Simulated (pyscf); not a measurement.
## F–SiH(SiH₃)–GeH₃ (SMILES F[SiH]([SiH3])[GeH3]), singlet

Gas-phase minimum from PySCF at ωB97X-D3(BJ)/def2-SVP, one conformer. 

SMILES: [GeH3][SiH]([SiH3])F
```xyz
11

F      0.6108     0.4603     1.8123
Si    -0.4632    -0.2568     0.7989
Si     0.4627    -0.3670    -1.3401
Ge    -2.4520     1.0256     0.7867
H     -0.7362    -1.6276     1.3210
H      0.7016     1.0116    -1.8583
H      1.7451    -1.1283    -1.3449
H     -0.5226    -1.0532    -2.2293
H     -2.1726     2.4264     0.2197
H     -3.4864     0.3329    -0.1175
H     -3.0428     1.1690     2.1968
```

Bond lengths (Å): F1–Si2 1.642, Si2–Si3 2.333, Si2–Ge4 2.366, Si2–H5 1.492, Si3–H6 1.492, Si3–H7 1.491, Si3–H8 1.494, Ge4–H9 1.537, Ge4–H10 1.539, Ge4–H11 1.536. Bond angles (°): F1–Si2–Si3 109.1, F1–Si2–Ge4 108.4, F1–Si2–H5 107.8, Si3–Si2–Ge4 110.8, Si3–Si2–H5 110.5, Ge4–Si2–H5 110.2, Si2–Si3–H6 109.8, Si2–Si3–H7 111.6, Si2–Si3–H8 107.8, H6–Si3–H7 109.4, H6–Si3–H8 108.9, H7–Si3–H8 109.3, Si2–Ge4–H9 110.1, Si2–Ge4–H10 108.9 (the first ones only).

Properties at ωB97X-D3(BJ)/def2-SVP:

```yaml
harmonic_wavenumbers_unscaled: 80, 82, 101, 152, 163, 341, 415, 429, 500, 535, 551, 734, 815, 826, 872, 899, 903, 914, 947, 953, 2176, 2185, 2189, 2238, 2245, 2253, 2260 cm⁻¹
zero_point_energy: 38.2 kcal/mol
rotational_symmetry_number: 1
Entropy of this conformer at 298 K and 1 atm, rigid rotor and harmonic oscillator, modes under 100 cm⁻¹ raised to 100: 382.3 J/(mol K)
dipole_moment: 1.25 D
```

Single-point totals, which compare only within one level:

```json
[
 {"level": "ωB97X-D3(BJ)/def2-TZVP", "total energy (hartree)": "-2760.18214"},
 {"level": "PBE/def2-TZVP", "total energy (hartree)": "-2759.42643"},
 {"level": "r²SCAN/def2-TZVP", "total energy (hartree)": "-2760.04662"},
 {"level": "B3LYP-D3(BJ)/def2-TZVP", "total energy (hartree)": "-2760.26646"},
 {"level": "PBE0-D3(BJ)/def2-TZVP", "total energy (hartree)": "-2759.55369"},
 {"level": "M06-2X/def2-TZVP", "total energy (hartree)": "-2760.05972"},
 {"level": "ωB97M-D3(BJ)/def2-TZVP", "total energy (hartree)": "-2760.26740"}
]
```

Soft torsions are taken as harmonic, which can shift the entropy by several J/(mol K). Elements up to Kr have no core potential and no relativistic terms here.
